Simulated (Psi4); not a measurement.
Method: Psi4 with SAPT0/jun-cc-pVDZ, frozen core.

Psi4 input:

```
molecule {
0 1
Br 0.71241346 0.00000000 0.00000000
H -0.71241346 -0.00000000 -0.00000000
--
0 1
O -2.08012072 0.14801712 2.59605487
Si -1.84108525 0.36021907 4.19993895
O -2.13913809 -1.08369888 4.90773620
O -0.31833653 0.93241259 4.36904542
O -2.82678742 1.44412388 4.92678453
H -1.68966958 0.79578151 2.00413999
H -1.86504161 -1.87144892 4.43156010
H -0.10309443 1.37092318 5.19597266
H -3.70626065 1.14419356 5.16968717
units angstrom
symmetry c1
no_reorient
no_com
}
set basis jun-cc-pvdz
set scf_type df
set freeze_core true
energy('sapt0')
```

Part of the output:

```
    SAPT Results
  --------------------------------------------------------------------------------------------------------
    Electrostatics                  0.58577663 [mEh]       0.36758038 [kcal/mol]       1.53795633 [kJ/mol]
      Elst10,r                      0.58577663 [mEh]       0.36758038 [kcal/mol]       1.53795633 [kJ/mol]

    Exchange                        1.74268432 [mEh]       1.09355092 [kcal/mol]       4.57541706 [kJ/mol]
      Exch10                        1.74268432 [mEh]       1.09355092 [kcal/mol]       4.57541706 [kJ/mol]
      Exch10(S^2)                   1.74037236 [mEh]       1.09210014 [kcal/mol]       4.56934700 [kJ/mol]

    Induction                      -0.31339317 [mEh]      -0.19665719 [kcal/mol]      -0.82281366 [kJ/mol]
      Ind20,r                      -0.71799908 [mEh]      -0.45055122 [kcal/mol]      -1.88510632 [kJ/mol]
      Exch-Ind20,r                  0.50116920 [mEh]       0.31448842 [kcal/mol]       1.31581955 [kJ/mol]
      delta HF,r (2)               -0.09656329 [mEh]      -0.06059438 [kcal/mol]      -0.25352689 [kJ/mol]

    Dispersion                     -1.24872415 [mEh]      -0.78358624 [kcal/mol]      -3.27852481 [kJ/mol]
      Disp20                       -1.36264205 [mEh]      -0.85507079 [kcal/mol]      -3.57761620 [kJ/mol]
      Exch-Disp20                   0.11391790 [mEh]       0.07148456 [kcal/mol]       0.29909139 [kJ/mol]
      Disp20 (SS)                  -0.68132102 [mEh]      -0.42753540 [kcal/mol]      -1.78880810 [kJ/mol]
      Disp20 (OS)                  -0.68132102 [mEh]      -0.42753540 [kcal/mol]      -1.78880810 [kJ/mol]
      Exch-Disp20 (SS)              0.06500886 [mEh]       0.04079368 [kcal/mol]       0.17068075 [kJ/mol]
      Exch-Disp20 (OS)              0.04890903 [mEh]       0.03069088 [kcal/mol]       0.12841065 [kJ/mol]

  Total HF                          2.01506778 [mEh]       1.26447412 [kcal/mol]       5.29055972 [kJ/mol]
  Total SAPT0                       0.76634363 [mEh]       0.48088789 [kcal/mol]       2.01203492 [kJ/mol]
```
